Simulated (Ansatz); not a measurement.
Job for Ansatz (a program for electronic structure): U-CCSD(T)/cc-pVTZ on BF2HO (SMILES OB(F)F), a point of a bond scan (R = 1.466 Å).

Ansatz 0.2 input:
```yaml
crystal:
  periodic: [false, false, false]
  atoms:
    - {symbol: B, position_ang: [-0.01132654, -0.00676178, 0.01792770]}
    - {symbol: F, position_ang: [1.41612334, -0.23490574, -0.22364905]}
    - {symbol: F, position_ang: [-0.53872025, -0.47351002, 1.13641053]}
    - {symbol: O, position_ang: [-0.79276045, 0.65749755, -0.85724911]}
    - {symbol: H, position_ang: [-0.32999807, 0.96290708, -1.64415257]}
basis:
  gaussian:
    orbitals: cc-pVTZ
correlation: {method: ccsd_t, electrons: outside_noble_gas}
scf: {omitted_lower_state_checks: [cluster_reference]}
magnetization: {spin_polarized: true, initial_magnetization: 0}
```

It printed:

```
WARN ansatz: RAYON_NUM_THREADS=1 ignored (pool sized by the plan → 1); use --threads N
Functional definition: HF
these checks for a lower state are left out or cut short: cluster_reference
integrals: 0.41 GiB planned
828 factors; integrals over basis functions are off by at most 1.3e-3 eV
mean field: 0.38 GiB planned
mean field evaluation 1: about -8141.5096 eV, gradient 3.0e1 eV
mean field evaluation 2: about -8141.5120 eV, gradient 3.0e1 eV
mean field evaluation 4: about -8144.4158 eV, gradient 1.6e0 eV
mean field evaluation 8: about -8144.4327 eV, gradient 9.9e-5 eV
mean field -8144.43271053 eV, -299.3023816172 hartree, gradient 1.9e-6 eV, S^2 0.000000; 0 other end points of the search recorded, 0 dependent functions left out
4 core orbitals not correlated
reference -8144.43271053 eV, -299.3023816172 hartree; 12, 12 occupied and 118, 118 virtual orbitals, 828 factors
second order -22.80651131 eV of doubles, -0.00000000 eV of singles
coupled cluster: 1.19 GiB planned
cycle   1  -22.33641487 eV  change    4.7e-1 eV  update   9.2e-2
cycle   2  -22.77008394 eV  change   -4.3e-1 eV  update   2.6e-2
cycle   3  -22.86766591 eV  change   -9.8e-2 eV  update   1.3e-2
cycle   4  -22.85579274 eV  change    1.2e-2 eV  update   2.9e-3
cycle   5  -22.85267437 eV  change    3.1e-3 eV  update   1.1e-3
cycle   6  -22.85314171 eV  change   -4.7e-4 eV  update   3.2e-4
cycle   7  -22.85310972 eV  change    3.2e-5 eV  update   9.4e-5
cycle   8  -22.85308944 eV  change    2.0e-5 eV  update   2.4e-5
perturbative correction -0.72988256 eV, -0.0268226893 hartree
Total energy: -8168.01568253 eV, -300.1690398529 hartree
Checks for a lower state left out: cluster_reference
```

The calculation finished and met its thresholds.

Cost: roughly 40 core-seconds.
